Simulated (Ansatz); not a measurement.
Computed with Ansatz on PBE0-D4/def2-TZVP structures; ΔE is electronic, products minus reactants. CCSD(T)/CBS adds triple-zeta CCSD(T) − MP2 to the extrapolated MP2 energy (def2 sets, frozen cores). This one scheme is used for every species. DFT in def2-TZVPP. Triplets are unrestricted, without spin–orbit coupling. Elements past krypton have def2 core potentials. For Ge, I outer-core shells are correlated without core-valence functions, which leaves a few kJ/mol of doubt a bond. Scalar relativity is left out up to krypton.

Reaction (formal loss of a carbene): `[CH3][GeH2][I]` → `[CH2]` (triplet) + `[GeH3][I]`

| level | ΔE (kcal/mol) | difference from CCSD(T)/CBS |
| --- | --- | --- |
| BLYP-D4 | 110.9 | -3.0 |
| r2SCAN-D4 | 107.8 | -6.1 |
| B97M-V | 112.2 | -1.7 |
| r2SCAN0-D4 | 106.8 | -7.1 |
| BHLYP-D4 | 108.4 | -5.5 |
| CAM-B3LYP-D4 | 111.8 | -2.1 |
| ωB97M-V | 113.6 | -0.3 |
| PBE-QIDH | 112.5 | -1.4 |
| r2SCAN | 107.4 | -6.5 |
| PBE0 | 111.0 | -2.9 |
| r2SCANh | 106.9 | -7.0 |
| CAM-B3LYP | 110.4 | -3.5 |
| HF/def2-TZVPP | 77.1 | -36.8 |
| SCS-MP2/def2-TZVPP | 114.3 | 0.4 |
| HF/def2-QZVPP | 76.9 | -37.0 |
| MP2/def2-QZVPP | 116.6 | 2.7 |
| CCSD(T)/CBS | 113.9 | 0 |

Largest T1 diagnostic among the species: 0.011.

From PBE to PBE0 (25 % exact exchange), in def2-TZVPP and without D4, ΔE moves by −1.8 kcal/mol. At CCSD(T), def2-SVP lies −7.7 kcal/mol from the extrapolated value and def2-TZVPP −2.9 kcal/mol.
